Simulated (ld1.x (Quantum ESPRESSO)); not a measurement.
# Varying the RRKJ potential for titanium

Base potential:

ld1.x (Quantum ESPRESSO) 7.5 input, shortened:

```
&input
   title='Ti', zed=22., rel=1, dft='BLYP', iswitch=3,
   config='[Ar] 3d2 4s2 4p0'
 /
 &inputp
   pseudotype=2, tm=.false., lloc=0,
   nlcc=.true., new_core_ps=.true., rcore=0.70
 /
3
3P  2  1   6.00   0.00  1.55  1.55  0.0
3D  3  2   2.00   0.00  1.30  1.30  0.0
3S  1  0   2.00   0.00  1.65  1.65  0.0
 &test
   configts(1)='3s2 3p6 3d2 4s2 4p0'
 /
```

Occupied shells without a wave of their own: 4s. They enter only through the test configuration that unscreens the potential, and ld1.x also counts them in the model core charge.

All-electron outer shells of the reference configuration (BLYP, scalar-relativistic, ld1.x):

```json
{"shell": "2s", "level (eV)": "-536.86", "outermost node (bohr)": "0.09", "outermost maximum (bohr)": "0.27"}
{"shell": "2p", "level (eV)": "-444.39", "outermost node (bohr)": "–", "outermost maximum (bohr)": "0.22"}
{"shell": "3s", "level (eV)": "-62.33", "outermost node (bohr)": "0.40", "outermost maximum (bohr)": "0.87"}
{"shell": "3p", "level (eV)": "-38.63", "outermost node (bohr)": "0.37", "outermost maximum (bohr)": "0.90"}
{"shell": "4s", "level (eV)": "-4.34", "outermost node (bohr)": "1.24", "outermost maximum (bohr)": "2.88"}
{"shell": "3d", "level (eV)": "-4.14", "outermost node (bohr)": "–", "outermost maximum (bohr)": "0.97"}
{"shell": "4p", "level (eV)": "-1.34", "outermost node (bohr)": "1.39", "outermost maximum (bohr)": "3.84"}
```

Cutoffs, loose and tight: the cutoffs (Ry, on a coarse ladder) from which the occupation-weighted sum of valence levels, in a spherical-Bessel basis at the reference potential, stays within 10 and 1 mRy of its value at 400 Ry. They do not see the model core or the augmentation charge, which bear on the density cutoff. Test errors are all-electron minus pseudo excitation energies from the reference, over the configurations 3s2 3p6 3d2 4s1 4p0; 3s2 3p6 3d2 4s0 4p0; 3s2 3p6 3d1 4s0 4p0; 3s2 3p6 3d3 4s0 4p0; 3s2 3p6 3d2 4s0 4p1; 3s2 3p5 3d2 4s2 4p0; 3s2 3p6 3d0 4s0 4p0. A dash means not determined; rows that change the core or the reference have their own tests.

With those shells counted twice in exchange and correlation these files are broken, and their errors move erratically; no question is asked of them.

```tsv
change	outcome	cutoff, loose	cutoff, tight	bound ghosts	largest test error (meV)
base	generated, misses its reference levels by 0.70 eV	90 Ry	100 Ry	none	-6116
reference 3s2 3p6 3d2 4s0 4p0	generated	90 Ry	100 Ry	none	+2609
wave 3s (bound): rc 1.65 bohr becomes 3s (bound): rc 1.70 bohr	generated, misses its reference levels by 0.78 eV	90 Ry	100 Ry	none	-6698
type ultrasoft; waves now 3s (bound): rcut 1.45, rcutus 1.65 bohr; 4s (bound): rcut 1.45, rcutus 1.65 bohr; 3p (bound): rcut 1.50, rcutus 1.55 bohr; 4p (bound): rcut 1.50, rcutus 1.55 bohr; 3d (bound): rcut 1.15, rcutus 1.30 bohr; 3d channel at 0.2 Ry: rcut 1.15, rcutus 1.30 bohr; local potential all-electron potential smoothed inside 1.30 bohr (lloc = -1); augmentation PSQ, radius 0.95 bohr	failed: chargeps: negative rho	–	–	–	–
core correction Bessel-smoothed model core inside 1.30 bohr	failed: run_pseudo: Errors in PS-KS equation	–	–	–	–
wave 3d (bound): rc 1.30 bohr becomes 3d (bound): rc 1.92 bohr	generated, misses its reference levels by 0.70 eV	45 Ry	70 Ry	none	-5390
wave 3p (bound): rc 1.55 bohr becomes 3p (bound): rc 2.40 bohr	generated, misses its reference levels by 0.70 eV	90 Ry	100 Ry	none	-6544
core [Ar], valence charge 4; reference 3d2 4s0 4p0; waves now 4s (bound): rc 2.75 bohr; 4p (bound): rc 3.35 bohr; 3d (bound): rc 1.30 bohr; local potential all-electron potential smoothed inside 1.25 bohr (lloc = -2); core correction none	failed: compute_phi: phi has nodes before r_c	–	–	–	–
all radii but the core radius scaled by about 1.29 (s 2.12, p 2.00, d 1.68 bohr)	generated, misses its reference levels by 1.58 eV	55 Ry	70 Ry	none	-11909
functional LDA (PZ)	generated, misses its reference levels by 0.70 eV	90 Ry	100 Ry	none	-6466
core correction Bessel-smoothed model core inside 0.96 bohr	generated, misses its reference levels by 0.70 eV	90 Ry	100 Ry	none	-6113
```
